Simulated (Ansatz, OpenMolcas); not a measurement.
**A correction line for revPBE/cc-pVDZ: atomisation enthalpy at 298 K**

The atomisation enthalpy at 298 K in kJ/mol of 7 carbon molecules: x at revPBE/cc-pVDZ, y from tabulated heats of molecules and atoms (Active Thermochemical Tables, CRC Handbook of Chemistry and Physics). Shapes, held fixed at every level: PBE0-D4/def2-TZVP. Computed values hold a harmonic thermal term (PBE0-D4/def2-TZVP) and the atoms' spin-orbit lowering. Programs: OpenMolcas 26.06.

| molecule | x (kJ/mol) | y (kJ/mol) |
| --- | --- | --- |
| CBr2ClF (dibromochlorofluoromethane) | 1291 | 1329 |
| CBrCl2F (bromodichlorofluoromethane) | 1352 | 1391 |
| CBr2F2 (dibromodifluoromethane) | 1468 | 1484 |
| CH2BrF (bromofluoromethane) | 1515 | 1556 |
| CBrClF2 (SMILES FC(F)(Cl)Br) | 1530 | ? |
| C2H4Cl2 (1,1-dichloroethane) | 2590 | 2676 |
| C2H3F3 (1,1,1-trifluoroethane) | 3024 | 3070 |

Q: Fit y = c + s·x to the known rows and predict y for CBrClF2.

A: 
1. Means of the 6 rows: x = 1873.33, y = 1917.7.
2. Σ(Δx)² = 2741243, Σ(Δx·Δy) = 2792170, so the slope is 2792170/2741243 = 1.0186.
3. Intercept: 1917.7 − (1.0186) × 1873.33 = 9.5. The largest residual of the fit is 28.
4. CBrClF2: 9.5 + 1.0186 × 1530 = 1568 kJ/mol.

The tabulated heats give 1551 kJ/mol, so the prediction is off by +17 kJ/mol, within the largest residual. Uncorrected, revPBE/cc-pVDZ misses CBrClF2 by -21 kJ/mol, and the other rows by 44 on average. The line overshoots: the miss goes from -21 to +17. Left out in turn, the other rows are missed by 24 kJ/mol on average. The heats of C2H3F3 (1,1,1-trifluoroethane) come from older tables and can be uncertain by 10 kJ/mol or more. Relativity is left out for Br.
